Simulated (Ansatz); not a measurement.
Ansatz (a program for electronic structure) input (MP2/LANL2DZ): The .json file is the Basis Set Exchange's LANL2DZ.

Ansatz 0.2 input:
```yaml
crystal:
  periodic: [false, false, false]
  atoms:
    - {symbol: Hg, position_ang: [-0.00000000, -0.00000000, -1.03539580]}
    - {symbol: I, position_ang: [0.00000000, 0.00000000, 1.56286159]}
basis:
  gaussian:
    orbitals: LANL2DZ.json
total_charge: 1
magnetization: {spin_polarized: false}
correlation: {method: mp2, electrons: outside_noble_gas}
relax: {f_tol: 0.003, max_steps: 120}
```

Q: What final total energy does it give?

A: -52.36687 Eh.
